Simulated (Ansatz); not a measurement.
```xyz
8

C     1.640    0.251    0.424
Zn   -0.226   -0.141    0.104
C    -2.089   -0.425   -0.379
S    -2.510    0.341   -1.745
H     2.270   -0.585    0.113
H     1.823    0.436    1.485
H     1.949    1.136   -0.135
H    -2.857   -1.012    0.133
```

Charge 0, multiplicity 1.

(1) List the ωB97M-V/def2-TZVPP orbital energies in eV (the Gaussian-basis code of Ansatz). (An estimate is asked.)

## Answers

(1) The calculation gave: Occupied: -9465.34, -2426.61, -1156.62, -1017.06, -1017.05, -1016.96, -282.80, -280.83, -220.55, -163.68, -163.62, -163.44, -136.43, -91.81, -91.80, -91.64, -24.53, -21.64, -18.50, -17.20, -17.11, -17.07, -17.06, -16.90, -13.85, -13.29, -13.25, -12.34, -10.97, -10.48, -8.06. Lowest empty: -0.34, 1.06, 1.51, 1.62, 2.54, 4.20, 4.61, 4.68.
